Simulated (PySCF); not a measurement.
Isomers of C5H7F3OSi.

All values: PBE0/pcSseg-1 (PySCF) at GFN2-xTB geometries, gas phase, one conformer each.

(1) Rank by the highest IAO charge on any atom, highest value first.
A. `[CH3:1][O:2][Si@@H:3]1[CH2:4][C:5]([CH:6]([F:7])[F:8])=[C:9]1[F:10]` with C1–O2–Si3–C4 175°, C4–C5–C6–F7 -56°
B. `[CH2:1]=[C:2]1[C@@H:3]([O:4][SiH2:5][F:6])[C@H:7]1[CH:8]([F:9])[F:10]` with C2–C3–O4–Si5 -21°, C3–O4–Si5–F6 63°, C3–C7–C8–F9 -92°
C. `[CH3:1][C:2](=[O:3])/[C:4]([SiH3:5])=[CH:6]\[C:7]([F:8])([F:9])[F:10]` with C1–C2–C4–Si5 108°
D. `[F:1][C:2]([F:3])([F:4])[O:5][C@H:6]1[CH:7]=[CH:8][CH2:9][SiH2:10]1` with C2–O5–C6–C7 163°
E. `[O:1]=[CH:2]/[C:3]([SiH3:4])=[CH:5]\[C:6]([F:7])([F:8])[CH2:9][F:10]` with O1–C2–C3–Si4 -115°, C3–C5–C6–F7 41°, C5–C6–C9–F10 -45°

(2) Rank by the lowest Hirshfeld charge on any atom, lowest value first.
A. `[O:1]=[CH:2][CH2:3]/[C:4]([SiH3:5])=[CH:6]/[C:7]([F:8])([F:9])[F:10]` with O1–C2–C3–C4 -18°, C2–C3–C4–Si5 46°
B. `[CH2:1]=[C:2]1[C@@H:3]([O:4][SiH2:5][F:6])[C@H:7]1[CH:8]([F:9])[F:10]` with C2–C3–O4–Si5 -21°, C3–O4–Si5–F6 63°, C3–C7–C8–F9 -92°
C. `[CH3:1][C:2](=[O:3])/[C:4]([SiH3:5])=[CH:6]\[C:7]([F:8])([F:9])[F:10]` with C1–C2–C4–Si5 108°

(3) Rank by dipole moment, highest first.
A. `[CH3:1][C:2](=[O:3])/[C:4]([SiH3:5])=[CH:6]\[C:7]([F:8])([F:9])[F:10]` with C1–C2–C4–Si5 108°
B. `[CH3:1][O:2][Si@@H:3]1[CH2:4][C:5]([CH:6]([F:7])[F:8])=[C:9]1[F:10]` with C1–O2–Si3–C4 175°, C4–C5–C6–F7 -56°
C. `[CH2:1]=[C:2]1[C@@H:3]([O:4][SiH2:5][F:6])[C@H:7]1[CH:8]([F:9])[F:10]` with C2–C3–O4–Si5 -21°, C3–O4–Si5–F6 63°, C3–C7–C8–F9 -92°
D. `[O:1]=[CH:2]/[C:3]([SiH3:4])=[CH:5]\[C:6]([F:7])([F:8])[CH2:9][F:10]` with O1–C2–C3–Si4 -115°, C3–C5–C6–F7 41°, C5–C6–C9–F10 -45°
E. `[O:1]=[CH:2][CH2:3]/[C:4]([SiH3:5])=[CH:6]/[C:7]([F:8])([F:9])[F:10]` with O1–C2–C3–C4 -18°, C2–C3–C4–Si5 46°
F. `[O:1]=[CH:2]/[C:3]([SiH3:4])=[CH:5]\[CH2:6][C:7]([F:8])([F:9])[F:10]` with O1–C2–C3–Si4 150°, C3–C5–C6–C7 -122°

## Answers

(1) B (+1.274 e), A (+1.128 e), D (+0.943 e), C (+0.797 e), E (+0.618 e).

(2) C (-0.224 e), B (-0.210 e), A (-0.166 e).

(3) E (4.44 D), B (3.89 D), C (3.59 D), A (3.28 D), F (2.68 D), D (2.49 D).

All values together:

```
                         SMILES  μ (D)  HOMO (eV)  LUMO (eV)  lowest IAO charge (e)  highest IAO charge (e)  lowest Hirshfeld charge (e)  highest Hirshfeld charge (e)
C=C1[C@@H](O[SiH2]F)[C@H]1C(F)F   3.59      -8.20      -0.79             -0.621 (O)             +1.274 (Si)                   -0.210 (O)                   +0.480 (Si)
      C[SiH2]/C(C=O)=C/C(F)(F)F   2.38      -7.97      -2.63             -0.712 (C)              +0.796 (C)                   -0.208 (C)                   +0.348 (Si)
        CO[Si@@H]1CC(C(F)F)=C1F   3.89      -7.70      -0.64             -0.621 (O)             +1.128 (Si)                   -0.217 (O)                   +0.433 (Si)
     FC(F)(F)O[C@H]1C=CC[SiH2]1   3.53      -7.80      -0.19             -0.554 (C)              +0.943 (C)                   -0.160 (C)                   +0.338 (Si)
    CC(=O)/C([SiH3])=C\C(F)(F)F   3.28      -7.65      -1.68             -0.478 (C)              +0.797 (C)                   -0.224 (O)                   +0.333 (Si)
      O=C/C([SiH3])=C\CC(F)(F)F   2.68      -7.76      -2.22             -0.390 (O)              +0.811 (C)                   -0.207 (O)                   +0.321 (Si)
      O=CC/C([SiH3])=C/C(F)(F)F   4.44      -7.93      -1.33             -0.366 (O)              +0.798 (C)                   -0.166 (O)                   +0.267 (Si)
      O=C/C([SiH3])=C\C(F)(F)CF   2.49      -7.86      -1.94             -0.382 (O)             +0.618 (Si)                   -0.203 (O)                   +0.335 (Si)
```

Conformers: `[CH2:1]=[C:2]1[C@@H:3]([O:4][SiH2:5][F:6])[C@H:7]1[CH:8]([F:9])[F:10]` with C2–C3–O4–Si5 -21°, C3–O4–Si5–F6 63°, C3–C7–C8–F9 -92°; `[CH3:1][SiH2:2]/[C:3]([CH:4]=[O:5])=[CH:6]/[C:7]([F:8])([F:9])[F:10]` with C1–Si2–C3–C4 78°, Si2–C3–C4–O5 -21°; `[CH3:1][O:2][Si@@H:3]1[CH2:4][C:5]([CH:6]([F:7])[F:8])=[C:9]1[F:10]` with C1–O2–Si3–C4 175°, C4–C5–C6–F7 -56°; `[F:1][C:2]([F:3])([F:4])[O:5][C@H:6]1[CH:7]=[CH:8][CH2:9][SiH2:10]1` with C2–O5–C6–C7 163°; `[CH3:1][C:2](=[O:3])/[C:4]([SiH3:5])=[CH:6]\[C:7]([F:8])([F:9])[F:10]` with C1–C2–C4–Si5 108°; `[O:1]=[CH:2]/[C:3]([SiH3:4])=[CH:5]\[CH2:6][C:7]([F:8])([F:9])[F:10]` with O1–C2–C3–Si4 150°, C3–C5–C6–C7 -122°; `[O:1]=[CH:2][CH2:3]/[C:4]([SiH3:5])=[CH:6]/[C:7]([F:8])([F:9])[F:10]` with O1–C2–C3–C4 -18°, C2–C3–C4–Si5 46°; `[O:1]=[CH:2]/[C:3]([SiH3:4])=[CH:5]\[C:6]([F:7])([F:8])[CH2:9][F:10]` with O1–C2–C3–Si4 -115°, C3–C5–C6–F7 41°, C5–C6–C9–F10 -45°.
